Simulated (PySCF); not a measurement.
Copper: a sound run and one with changed settings

Sound run: Cu [Ar] 3d10 4s1, Cu+ [Ar] 3d10. All numbers are calculated (PySCF 2.14, the spin-free X2C one-electron Hamiltonian (Gaussian nucleus), in jorge-DZP-DKH (8s6p2d1f, 43 functions)). In the sound run the correlated levels freeze [Ar]. The sound run starts from symmetry-adapted Hartree-Fock orbitals and uses a fine grid where one is needed.

A second run was set up differently.

```json
{"species": "Cu", "method": "UHF", "sound run (hartree)": "-1653.03659", "changed run (hartree)": "-1653.03659", "converged": "yes"}
{"species": "Cu", "method": "B3LYP", "sound run (hartree)": "-1654.69914", "changed run (hartree)": "-1654.69914", "converged": "yes"}
{"species": "Cu", "method": "MN15", "sound run (hartree)": "-1655.83911", "changed run (hartree)": "-1655.83911", "converged": "yes"}
{"species": "Cu", "method": "MP2", "sound run (hartree)": "-1653.34046", "changed run (hartree)": "-1653.32838", "converged": "yes"}
{"species": "Cu", "method": "CCSD(T)", "sound run (hartree)": "-1653.32136", "changed run (hartree)": "-1653.32136", "converged": "yes"}
{"species": "Cu+", "method": "UHF", "sound run (hartree)": "-1652.79970", "changed run (hartree)": "-1652.79970", "converged": "yes"}
{"species": "Cu+", "method": "B3LYP", "sound run (hartree)": "-1654.41160", "changed run (hartree)": "-1654.41160", "converged": "yes"}
{"species": "Cu+", "method": "MN15", "sound run (hartree)": "-1655.56413", "changed run (hartree)": "-1655.56413", "converged": "yes"}
{"species": "Cu+", "method": "MP2", "sound run (hartree)": "-1653.08516", "changed run (hartree)": "-1653.07420", "converged": "yes"}
{"species": "Cu+", "method": "CCSD(T)", "sound run (hartree)": "-1653.06568", "changed run (hartree)": "-1653.06568", "converged": "yes"}
```

Ionisation energy of Cu:

```
 method  sound run (eV)  changed run (eV)
    UHF           6.446             6.446
  B3LYP           7.824             7.824
   MN15           7.483             7.483
    MP2           6.947             6.917
SCS-MP2           6.877             6.849
   CCSD           6.920             6.920
CCSD(T)           6.957             6.957
```

Question: What was changed?
A. level shift left on
B. minimal basis
C. a valence shell is frozen
D. radial grid too coarse

Answer: A. It used initial guess minao, at most 50 SCF cycles, level shift 0.1 hartree. A level shift leaves the converged SCF energy unchanged but raises the virtual orbital energies, which shrinks MP2 if it is not removed.
